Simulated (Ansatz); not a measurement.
## Molecular dynamics of Nb16B

input.yaml

```yaml
accuracy: low
crystal:
  lattice:
    - [6.6, 0.0, 0.0]
    - [0.0, 6.6, 0.0]
    - [0.0, 0.0, 6.6]
  atoms:
    - { symbol: Nb, position: [-0.00046138, 0.01864035, 0.01117436] }
    - { symbol: Nb, position: [0.49942295, 0.00340156, -0.00368957] }
    - { symbol: Nb, position: [-0.00051892, 0.4956348, 0.0112224] }
    - { symbol: Nb, position: [-0.00045838, 0.01859608, 0.4885973] }
    - { symbol: Nb, position: [0.25276577, 0.25755594, 0.24985708] }
    - { symbol: Nb, position: [0.49954945, 0.51099277, -0.00403109] }
    - { symbol: Nb, position: [0.49942689, 0.00343128, 0.50328561] }
    - { symbol: Nb, position: [0.74617398, 0.25744695, 0.24985288] }
    - { symbol: Nb, position: [-0.00052124, 0.49567955, 0.48854945] }
    - { symbol: Nb, position: [0.24793878, 0.75713362, 0.24986863] }
    - { symbol: Nb, position: [0.24776876, 0.25696083, 0.74985168] }
    - { symbol: Nb, position: [0.49955131, 0.51105739, 0.50373981] }
    - { symbol: Nb, position: [0.75103408, 0.75724012, 0.24986284] }
    - { symbol: Nb, position: [0.75140435, 0.25696626, 0.74985117] }
    - { symbol: Nb, position: [0.19640072, 0.75681362, 0.74989423] }
    - { symbol: Nb, position: [0.80262326, 0.75692545, 0.74988224] }
    - { symbol: B, position: [0.49945301, 0.75785192, 0.7498438] }
basis:
  ecutwfc: 420.0
kpoints:
  mp_grid: { grid: [2, 2, 2] }
hamiltonian:
  xc: pbe
scf:
  occupations: { method: fermi_dirac, width: 0.1 }
  lower_state_search: "off"
md:
  timestep: 1
  n_steps: 210
  ensemble: nve
  temperature: 1800.0
  initial_velocities: maxwell_boltzmann
  seed: 94710
```

Launched with:

```bash
$ ansatz run input.yaml --threads 2 --pin off --max-ram 5120MiB --backend cpu --events-out ev --progress --plain --runs-dir out
```

It starts from a relaxed structure.

Output, in part (step lines):

```
md step     0: t =     0.00 fs  T =  1800.0 K  F+E_penalty+E_count = -72992.62482027 eV  E_kin = 3.722688 eV  conserved = -72988.90213230 eV  (7 SCF iters)
md step     1: t =     1.00 fs  T =  1797.8 K  F+E_penalty+E_count = -72992.62017510 eV  E_kin = 3.718065 eV  conserved = -72988.90211050 eV  (6 SCF iters)
md step     2: t =     2.00 fs  T =  1790.5 K  F+E_penalty+E_count = -72992.60515439 eV  E_kin = 3.703090 eV  conserved = -72988.90206418 eV  (6 SCF iters)
md step     3: t =     3.00 fs  T =  1778.6 K  F+E_penalty+E_count = -72992.58044866 eV  E_kin = 3.678449 eV  conserved = -72988.90199933 eV  (6 SCF iters)
md step     4: t =     4.00 fs  T =  1762.5 K  F+E_penalty+E_count = -72992.54705248 eV  E_kin = 3.645129 eV  conserved = -72988.90192309 eV  (6 SCF iters)
md step     5: t =     5.00 fs  T =  1742.8 K  F+E_penalty+E_count = -72992.50615273 eV  E_kin = 3.604309 eV  conserved = -72988.90184342 eV  (3 SCF iters)
md step     6: t =     6.00 fs  T =  1720.0 K  F+E_penalty+E_count = -72992.45900120 eV  E_kin = 3.557233 eV  conserved = -72988.90176799 eV  (3 SCF iters)
md step     7: t =     7.00 fs  T =  1694.8 K  F+E_penalty+E_count = -72992.40678627 eV  E_kin = 3.505083 eV  conserved = -72988.90170362 eV  (2 SCF iters)
[... lines left out ...]
md step   209: t =   209.00 fs  T =   635.8 K  F+E_penalty+E_count = -72990.21651692 eV  E_kin = 1.314942 eV  conserved = -72988.90157535 eV  (3 SCF iters)
md step   210: t =   210.00 fs  T =   635.1 K  F+E_penalty+E_count = -72990.21510210 eV  E_kin = 1.313529 eV  conserved = -72988.90157354 eV  (6 SCF iters)
```

The steps, from the saved trajectory:

```
time (fs)  T (K)  potential energy less start (eV)  conserved less start (meV/atom)
      0.0   1800                             0.000                             0.00
      7.0   1695                             0.218                             0.03
     14.0   1473                             0.676                             0.02
     21.0   1158                             1.329                             0.03
     28.0    805                             2.059                             0.06
     35.0    544                             2.598                             0.05
     42.0    361                             2.977                             0.06
     49.0    284                             3.137                             0.07
     56.0    339                             3.022                             0.05
     63.0    433                             2.829                             0.05
     70.0    556                             2.575                             0.05
     77.0    697                             2.281                             0.03
     84.0    780                             2.111                             0.04
     91.0    850                             1.966                             0.04
     98.0    915                             1.830                             0.03
    105.0    927                             1.807                             0.05
    112.0    982                             1.692                             0.04
    119.0   1040                             1.571                             0.03
    126.0   1081                             1.487                             0.05
    133.0   1149                             1.347                             0.03
    140.0   1154                             1.337                             0.04
    147.0   1152                             1.341                             0.04
    154.0   1153                             1.339                             0.03
    161.0   1090                             1.470                             0.04
    168.0   1036                             1.581                             0.03
    175.0    955                             1.748                             0.03
    182.0    844                             1.977                             0.05
    189.0    779                             2.112                             0.03
    196.0    691                             2.295                             0.04
    203.0    634                             2.412                             0.05
    210.0    635                             2.410                             0.03
```

The run went to its last step. The conserved energy stayed within 0.067 meV per atom of its start (net change 0.033 meV per atom), so the integration is sound. The temperature averaged 0.54 of the 1800 K drawn at the start: a run that starts near a minimum puts about half its kinetic energy into the potential. A run of 0.21 ps of so small a system gives no equilibrium averages. Limits of this set-up: coarse k mesh, odd electron count without spin, low accuracy level.

Mean squared displacements from the first frame to the last, about the centre of mass: Nb 0.04 Å², B 0.11 Å².

Last frame:

```xyz
17
Lattice="6.6000 0.0000 0.0000 0.0000 6.6000 0.0000 0.0000 0.0000 6.6000" Properties=species:S:1:pos:R:3
Nb -0.054 0.014 0.049
Nb 3.216 0.271 0.058
Nb -0.059 3.280 0.099
Nb 0.022 0.074 3.058
Nb 1.714 1.872 1.698
Nb 3.225 3.553 0.058
Nb 3.385 -0.017 3.179
Nb 4.953 1.598 1.479
Nb 0.062 3.155 3.158
Nb 1.613 5.038 1.573
Nb 1.657 1.900 4.947
Nb 3.403 3.414 3.527
Nb 4.971 4.944 1.828
Nb 4.927 1.376 5.085
Nb 1.301 5.174 4.868
Nb 5.213 4.675 4.906
B 3.293 5.308 5.066
```

Time of the run: 19 min on 2 threads of Intel(R) Xeon(R) Platinum 8375C CPU @ 2.90GHz (Ice Lake), with other jobs on the host, peak memory 1 GiB.
